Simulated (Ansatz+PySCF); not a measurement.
Values are calculated unless marked as measured or tabulated.
Input for Ansatz (development build ahead of 0.2.0):

```yaml
crystal:
  periodic: [false, false, false]
  atoms:
    - { symbol: V, position_ang: [0.0, 0.0, 0.0] }
    - { symbol: O, position_ang: [0.0, 0.0, 2.184] }
    - { symbol: H, position_ang: [0.775, 0.0, 2.759] }
    - { symbol: H, position_ang: [-0.775, 0.0, 2.759] }
basis:
  gaussian: { orbitals: def2-SVP }
total_charge: 1
magnetization:
  spin_polarized: true
  initial_magnetization: 4
hamiltonian:
  xc: { name: wB97X }
```

The input is written out in the form of the current development build from the run's settings.

Results

* Converged: yes
* Total energy: -1019.92751 hartree
* Spin squared of the determinant: 6.001
* Stability test: minimum
* Occupied orbitals by symmetry in an Abelian subgroup (alpha; beta): 9 A1 1 A2 4 B1 4 B2; 8 A1 3 B1 3 B2

Caution: other spin multiplicities were not run.
